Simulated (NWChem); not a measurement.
# Si₃H₆ClF; SMILES [SiH2]([Si@H](Cl)[SiH3])F

```xyz
11

F     -0.3817     2.8424     0.1172
Si     0.7477     1.7351    -0.2517
Si     0.0527    -0.3687     0.5459
Si    -2.0694    -1.0745    -0.1890
Cl     1.5138    -1.7321    -0.1288
H      0.9064     1.6925    -1.7296
H      2.0329     2.1356     0.3806
H      0.1024    -0.3982     2.0352
H     -2.3348    -2.4616     0.2764
H     -3.1027    -0.1613     0.3726
H     -2.1379    -1.0302    -1.6737
```
Atoms are numbered in this order, from 1.

All runs: NWChem. Geometry: optimised at B3LYP/6-31G* (spherical d). Total energies compare along this basis series because the functional is fixed.

```
level           basis functions  energy (Ha)  highest occupied level (eV)  orbital gap (eV)  dipole (D)
--------------  ---------------  -----------  ---------------------------  ----------------  ----------
PBE/STO-3G                   47   -1414.8786                        -3.30              6.07        2.56
PBE/def2-SVP                116   -1430.9709                   (withheld)        (withheld)        0.36
PBE/def2-SVPD               170   -1430.9990                        -6.91              4.59        0.45
PBE/def2-TZVP               215   -1431.5733                        -6.83              4.53        0.37
PBE/def2-TZVPD              269   -1431.5759                        -6.87              4.49        0.41
PBE/def2-TZVPP              283   -1431.5747                        -6.83              4.53        0.37
```

Task: Fill in the missing entries.

Result: 
- PBE/def2-SVP, highest occupied level (eV): -6.72
- PBE/def2-SVP, orbital gap (eV): 4.67
